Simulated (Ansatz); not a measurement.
A run for Ansatz (a quantum-chemistry and plane-wave program): R-r2SCAN/def2-TZVPPD on H2Se (SMILES [SeH2]) with ghost functions, monomers drawn apart or pushed together. Files ending in .json are basis or fitting sets from the Basis Set Exchange.

Ansatz 0.2 input:
```yaml
crystal:
  periodic: [false, false, false]
  atoms:
    - {symbol: Se, position_ang: [-0.51987817, 0.40578346, 5.31869532]}
    - {symbol: H, position_ang: [0.80789199, 1.02548844, 5.43987658]}
    - {symbol: H, position_ang: [-0.36938227, 0.25314157, 3.84727045]}
basis:
  gaussian:
    orbitals: def2-TZVPPD.json
    ghost_atoms:
      - {symbol: N, position_ang: [-0.06812484, -0.19824362, 0.01565491]}
      - {symbol: H, position_ang: [-0.97935394, -0.30565649, -0.41507422]}
      - {symbol: H, position_ang: [0.38346057, 0.60051671, -0.41481351]}
      - {symbol: H, position_ang: [0.47875980, -1.02166890, -0.20822339]}
hamiltonian:
  xc: {name: r2SCAN}
scf: {lower_state_search: off}
```

Program output:

```
WARN ansatz: RAYON_NUM_THREADS=2 ignored (pool sized by the plan → 2); use --threads N
Functional definition: r2SCAN
these checks for a lower state are left out or cut short: stability, starts, cluster_reference, orbital_swaps, neighbouring_geometries, increment
integrals: 0.07 GiB planned
874 factors; their error is unknown
mean field: 0.54 GiB planned
mean field evaluation 1: about -65381.5087 eV, gradient 1.0e1 eV
mean field evaluation 2: about -65381.6809 eV, gradient 6.5e0 eV
mean field evaluation 4: about -65381.8020 eV, gradient 2.1e-1 eV
mean field evaluation 8: about -65381.8015 eV, gradient 2.0e-2 eV
mean field evaluation 16: about -65381.7892 eV, gradient 5.6e-7 eV
mean field -65381.78923824 eV, -2402.7364371368 hartree, gradient 5.6e-7 eV, S^2 0.000000; 0 other end points of the search recorded, 0 dependent functions left out
reference -65381.78925185 eV, -2402.7364376371 hartree; 18, 18 occupied and 161, 161 virtual orbitals, 874 factors
Total energy: -65381.78925185 eV, -2402.7364376371 hartree
Checks for a lower state left out: stability, starts, cluster_reference, orbital_swaps, neighbouring_geometries, increment
```

Self-consistency was reached.

Cost: very roughly 2.2 core-seconds.
